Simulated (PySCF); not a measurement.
**Question.** Give a PBE0-D3(BJ)/def2-SVP geometry of Cd(SiH3)2 (`[SiH3][Cd][SiH3]`). (Singlet state.)

**Answer.** 
```xyz
9
CdH6Si2 angstrom
Cd     0.025   -0.009   -0.003
Si     0.014   -0.029    2.532
H      0.905   -1.098    3.092
H     -1.361   -0.274    3.081
H      0.486    1.275    3.102
Si     0.019    0.013   -2.537
H      1.361    0.371   -3.102
H     -0.964    1.006   -3.084
H     -0.352   -1.324   -3.107
```

Any rigid rotation of these coordinates is as good. Atoms count from 1 in this order. Si2 (silicon bonded to Cd and 3 H) is tetrahedral (angles from 106.9° to 112.1°).

Bonds between heavy atoms (Å): Cd1–Si2 2.535, Cd1–Si6 2.535.

Method: PySCF 2.14.0, PBE0-D3(BJ)/def2-SVP geometry optimisation, gas phase, def2 core potentials past Kr.

Point group: near D3d, missed by 0.13 Å at most; the miss may be what the optimiser left on a soft mode (D3 holds within 0.08 Å). Stationary, but not proved a minimum.

Hardware: an Arm Neoverse V1 with one thread, shared host with 32 logical CPUs at a one-minute load of 17. Cost: 23 s of wall time, 0.38 GiB resident at most. This is the geometry optimisation.
